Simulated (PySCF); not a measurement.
**Molecular orbitals of MgHg⁺**

PBE0 at R = 2.888 Å; PySCF, scalar-relativistic core potentials, basis sets Mg def2-SVPD, Hg def2-SVPD with ECP60. State: ²Σ⁺ (doublet), unpaired electrons σ ↑. Only the outer orbitals are listed, counted within each symmetry, core potentials removing the inner ones.

```tsv
spin	orbital	occ.	ε (eV)	on Mg (%)	main shells (%)
α	6σ	1	-17.70	2	97 Hg d
α	3π	1	-17.52	0	100 Hg d
α	3π	1	-17.52	0	100 Hg d
α	1δ	1	-17.36	0	100 Hg d
α	1δ	1	-17.36	0	100 Hg d
α	7σ	1	-13.75	30	68 Hg s, 25 Mg s
α	8σ	1	-10.95	77	74 Mg s, 22 Hg s
α	4π	0	-6.39	81	80 Mg p, 18 Hg p
α	4π	0	-6.39	81	80 Mg p, 18 Hg p
α	9σ	0	-6.28	59	58 Mg p, 35 Hg p
β	6σ	1	-17.60	2	98 Hg d
β	3π	1	-17.46	0	100 Hg d
β	3π	1	-17.46	0	100 Hg d
β	1δ	1	-17.32	0	100 Hg d
β	1δ	1	-17.32	0	100 Hg d
β	7σ	1	-13.43	23	74 Hg s, 15 Mg s
β	8σ	0	-8.49	78	79 Mg s, 17 Hg s
β	4π	0	-5.76	63	60 Mg p, 37 Hg p
β	4π	0	-5.76	63	60 Mg p, 37 Hg p
```

**Question.** Which are the highest filled and the lowest empty level, where do they sit, and how wide is the gap?

**Answer.** Highest filled α 8σ at -10.95 eV (in %: 74 Mg s, 22 Hg s); lowest empty β 8σ at -8.49 eV (in %: 79 Mg s, 17 Hg s); the gap at PBE0 is 2.46 eV.

The bond order (Mayer) is 0.57 and the ⟨S²⟩ is 0.753. The charge on Mg (Mulliken, basis-dependent) is 0.64, the charge on Mg (Löwdin, basis-dependent) is 0.49 and the dipole moment (positive dipole points towards Hg; it is taken about the centre of mass and depends on that origin) is -7.82 D. The polarisability along the bond is 114.8 bohr³ and the polarisability across the bond is 58.6 bohr³.

Spin–orbit coupling is left out. The state is the lowest determinant that a PBE0 search found; another state may lie lower at other levels.
